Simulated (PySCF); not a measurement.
Compound: C₇H₁₂P (charge +1).
Cartesian coordinates in Å at the PBE0/6-31G* level; atoms count from 1:
```xyz
20
C7H12P angstrom
C      2.728   -0.087   -0.970
C      1.626    0.615   -0.669
C      0.359    0.020   -0.278
C     -0.730    0.764    0.080
C     -0.896    2.249    0.173
P     -2.038   -0.348    0.513
C     -1.233   -1.904    0.041
C      0.229   -1.487   -0.225
H      2.765   -1.172   -0.948
H      3.647    0.419   -1.249
H      1.672    1.700   -0.706
H     -1.804    2.584   -0.341
H     -0.054    2.774   -0.281
H     -0.966    2.577    1.217
H     -2.416   -0.310    1.867
H     -3.247   -0.124   -0.166
H     -1.720   -2.287   -0.860
H     -1.333   -2.660    0.824
H      0.883   -1.874    0.565
H      0.576   -1.929   -1.164
```

Computed with PBE0/6-31G* geometry optimisation, gas phase (PySCF).

Take the most abundant isotopes and a rigid rotor. The values belong to one conformer with, in the numbering `[CH2:1]=[CH:2][C:3]1=[C:4]([CH3:5])[PH2+:6][CH2:7][CH2:8]1`, C1–C2–C3–C4 177°, C3–C4–P6–C7 -6°, C4–P6–C7–C8 10°, P6–C7–C8–C3 -12°, C2–C3–C8–C7 -173°.

Problem. What are A, B and C (MHz)?

Solution. Ia = 196.11, Ib = 363.94, Ic = 544.97 u·Å²; 505379 MHz·u·Å²/I gives A = 2577, B = 1389, C = 927.4 MHz.

Problem. Classify the top.

Solution. An asymmetric top: κ = (2 × 1389 − 2577 − 927.4)/(2577 − 927.4) = -0.44.

Problem. What does the inertial defect say?

Solution. Not planar: Δ = Ic − Ia − Ib = -15.09 u·Å². For a rigid frame Δ = −2 Σ m c², so Σ m c² = 7.54 u·Å² lies off the ab plane: 7.25 from hydrogen and 0.29 from heavier atoms. The atom farthest from that plane is 1.23 Å away.

Problem. Give the other two planar moments, Paa and Pbb, and the rms extents of the mass along the axes.

Solution. Paa = Σ m a² = (Ib + Ic − Ia)/2 = 356.40 and Pbb = Σ m b² = (Ia + Ic − Ib)/2 = 188.57 u·Å². With the mass M = 127.07 u, the rms extents √(P/M) along a, b and c are 1.67, 1.22, 0.24 Å.

Problem. List the rotational levels J(Ka,Kc) to J = 4 (MHz).

Solution. Above 0(0,0):
J = 1: 1(0,1) 2316, 1(1,1) 3504, 1(1,0) 3966
J = 2: 2(0,2) 6838, 2(1,2) 7675, 2(1,1) 9059, 2(2,1) 12624, 2(2,0) 12734
J = 3: 3(0,3) 13380, 3(1,3) 13869, 3(1,2) 16619, 3(2,2) 19572, 3(2,1) 20087, 3(3,1) 26729, 3(3,0) 26746
J = 4: 4(0,4) 21789, 4(1,4) 22031, 4(1,3) 26529, 4(2,3) 28749, 4(2,2) 30117, 4(3,2) 36172, 4(3,1) 36287, 4(4,1) 45950, 4(4,0) 45953

Problem. Predict some low-J microwave lines.

Solution. The dipole components (about the centre of mass, as the species is charged) are |μa| = 3.09 D, |μb| = 1.10 D, |μc| = 0.11 D. The squared components, which scale the intensities, stand as 1.00 : 0.13 : 0.00 (a : b : c). Some lines, for components of 0.1 D or more:

```csv
type,branch,"J(Ka,Kc)",MHz,lower level (cm⁻¹)
a,Q,"1(1,0) ← 1(1,1)",461,0.117
c,Q,"2(1,2) ← 2(0,2)",837,0.228
c,Q,"1(1,1) ← 1(0,1)",1188,0.077
a,Q,"2(1,1) ← 2(1,2)",1384,0.256
b,Q,"1(1,0) ← 1(0,1)",1650,0.077
b,Q,"2(1,1) ← 2(0,2)",2221,0.228
a,R,"1(0,1) ← 0(0,0)",2316,0.000
b,R,"2(0,2) ← 1(1,1)",3333,0.117
b,R,"1(1,1) ← 0(0,0)",3504,0.000
c,Q,"2(2,1) ← 2(1,1)",3565,0.302
b,Q,"2(2,0) ← 2(1,1)",3675,0.302
c,R,"1(1,0) ← 0(0,0)",3966,0.000
a,R,"2(1,2) ← 1(1,1)",4171,0.117
a,R,"2(0,2) ← 1(0,1)",4522,0.077
b,Q,"2(2,1) ← 2(1,2)",4949,0.256
a,R,"2(1,1) ← 1(1,0)",5093,0.132
b,R,"2(1,2) ← 1(0,1)",5359,0.077
c,R,"2(1,1) ← 1(0,1)",6743,0.077
b,R,"2(2,1) ← 1(1,0)",8658,0.132
c,R,"2(2,0) ← 1(1,0)",8769,0.132
c,R,"2(2,1) ← 1(1,1)",9120,0.117
b,R,"2(2,0) ← 1(1,1)",9230,0.117
```

Stationary, but not proved a minimum. The structure is a single PBE0/6-31G* conformer in the gas phase; no vibrational or solvent corrections. Constants of a rigid frame at the computed geometry: no zero-point averaging, no centrifugal distortion. A rigid rotor knows nothing of internal rotation, which can split or shift real lines.

Hardware: an Intel Xeon 6975P-C with one thread, on a shared host. Cost: 42 s wall, 0.63 GiB resident at most. That covers the optimisation of the geometry.
